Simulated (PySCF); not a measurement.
# A thermochemical cycle for BAs

r²SCAN in PySCF with def2-TZVPPD on every atom, for the lowest determinant that a PBE0 search found; no spin–orbit coupling. BAs, a triplet (σ ↑, π ↑), has De = 3.33 eV to neutral atoms, and BAs⁺, a quartet (σ ↑, π ↑↑), has De = 3.17 eV to B⁺ + As.

The adiabatic ionisation energy of BAs, between the minima, is 8.92 eV.

Question: Which ionisation energy of the B atom does this level give?

Answer: IE(B) = IE(molecule) + De(ion) − De(neutral) = 8.92 + 3.17 − 3.33 = 8.76 eV; the measured value is 8.298 eV (NIST ASD).

Spin–orbit coupling is left out. For an ion De counts to the pair picked by the measured ionisation energies or electron affinities, which need not be the lowest pair at this level. States were picked by a PBE0 search and need not be the measured ground states.
